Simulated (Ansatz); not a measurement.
Start from `O[Si]1(F)C[SiH2]1` and change one atom or group to get `F[Si]1(S)C[SiH2]1`.

Ansatz, PBE0-D4/def2-TZVP geometries, multiplicity 1. Each molecule was computed in one conformer, which needn't be the lowest.

```tsv
property	`O[Si]1(F)C[SiH2]1`
HOMO–LUMO gap (PBE/def2-TZVPP) / eV	4.52
HOMO–LUMO gap (PBE0/def2-TZVPP) / eV	6.48
HOMO energy (PBE0/def2-TZVPP) / eV	-6.84
HOMO energy (PBE/def2-TZVPP) / eV	-5.75
LUMO energy (ωB97M-V/def2-TZVPP) / eV	1.33
HOMO–LUMO gap (B3LYP/def2-TZVPP) / eV	6.05
```

Task: What does the change do to each property? (Estimate.)

Result: Ansatz gave: 
| property | `F[Si]1(S)C[SiH2]1` | shift |
| --- | --- | --- |
| HOMO–LUMO gap (PBE/def2-TZVPP) / eV | 4.51 | -0.01 |
| HOMO–LUMO gap (PBE0/def2-TZVPP) / eV | 6.44 | -0.04 |
| HOMO energy (PBE0/def2-TZVPP) / eV | -6.98 | -0.14 |
| HOMO energy (PBE/def2-TZVPP) / eV | -5.91 | -0.16 |
| LUMO energy (ωB97M-V/def2-TZVPP) / eV | 1.22 | -0.11 |
| HOMO–LUMO gap (B3LYP/def2-TZVPP) / eV | 6.04 | -0.01 |

B3LYP here is the variant with VWN-RPA as its local correlation; programs differ in this.
